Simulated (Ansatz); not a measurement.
```xyz
13

N    -1.839   -0.759    0.330
C    -0.569   -0.594   -0.285
N    -0.223    0.773   -0.840
C     1.248    0.833   -0.598
Si    1.030   -0.492    0.730
H    -1.960   -0.181    1.150
H    -2.606   -0.594   -0.310
H    -0.491   -1.303   -1.116
H    -0.682    1.463   -0.254
H     1.598    1.825   -0.313
H     1.796    0.523   -1.492
H     1.969   -1.634    0.949
H     0.729    0.138    2.050
```

Charge 0, multiplicity 1.

**Question.** List the r2SCAN/def2-TZVPP orbital energies in eV (the Gaussian-basis code of Ansatz). (Best estimate.)

**Answer.** The calculation gave: Occupied: -1790.69, -385.10, -385.09, -274.13, -273.36, -141.17, -96.03, -96.03, -96.01, -24.28, -22.55, -17.03, -16.29, -13.52, -12.78, -12.16, -10.57, -10.39, -10.15, -8.82, -8.40, -7.31, -6.27, -4.94. Lowest empty: -0.27, 0.68, 0.94, 1.58, 1.89, 2.08, 2.44, 2.87.
